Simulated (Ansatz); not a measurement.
Reaction (substitution at a C–Si bond): `C=C[SiH2]S[SiH](F)F` + `[SiH3][TeH]` → `C=C[Te][SiH3]` + `F[SiH](F)S[SiH3]`

Calculated with Ansatz (gas phase, PBE0-D4/def2-TZVP geometries, no zero-point term in ΔE). CBS: MP2 limit from def2 TZ/QZ plus the TZ coupled-cluster correction, frozen cores. DFT in def2-TZVPP. B3LYP here is the variant with VWN-RPA as its local correlation; programs differ in this. Elements past krypton have def2 core potentials. For Te outer-core shells are correlated without core-valence functions, which leaves a few kJ/mol of doubt a bond. Each species was taken in one conformer, which may not be the lowest.

Question: Is it downhill or uphill in electronic energy at CCSD(T)/CBS, and by how much? (Best estimate.)

Answer: The calculation gave: Uphill: ΔE = +40.5 kJ/mol.

Question: What do these levels give: r2SCAN-D4, PBE0-D4, B3LYP-D4, CCSD(T)/def2-TZVPP, HF/def2-QZVPP, CCSD/CBS(def2)? (Estimate.)

Answer: The calculation gave: r2SCAN-D4 45.2, PBE0-D4 45.9, B3LYP-D4 44.8, CCSD(T)/def2-TZVPP 42.1, HF/def2-QZVPP 47.8, CCSD/CBS(def2) 42.3 kJ/mol.

Largest T1 diagnostic among the species: 0.012.

From PBE to PBE0 (25 % exact exchange), in def2-TZVPP and without D4, ΔE moves by +4.5 kJ/mol. In def2-TZVPP, CCSD(T) changes the Hartree–Fock value by −6.5 kJ/mol (the triples alone add −1.9 kJ/mol) and MP2 by −10.4 kJ/mol.
